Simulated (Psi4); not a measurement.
Complex: HCl (SMILES Cl) (first 2 atoms) with AsH3 (SMILES [AsH3]); geometry from B3LYP-D3(BJ)/def2-TZVP, rigid monomers moved along the line of their centres of mass till Cl1···As3 is 5.40 Å.
(charge 0, multiplicity 1):
```tsv
atom	x (Å)	y (Å)	z (Å)
Cl	0.4583	-1.3521	0.3597
H	-0.7168	-0.9572	0.6878
As	0.0270	1.7095	4.7908
H	-0.8573	0.4674	4.7387
H	-0.5917	2.2744	3.5159
H	-0.9796	2.4507	5.6675
```

All values below come from SAPT0/aug-cc-pVDZ run with Psi4.

**Question.** Give the four SAPT terms and the total, and say what mostly holds the pair together.

**Answer.** electrostatics 0.02, exchange 0.01, induction -0.01, dispersion -0.18, total -0.16 kcal/mol; the largest attraction is dispersion.
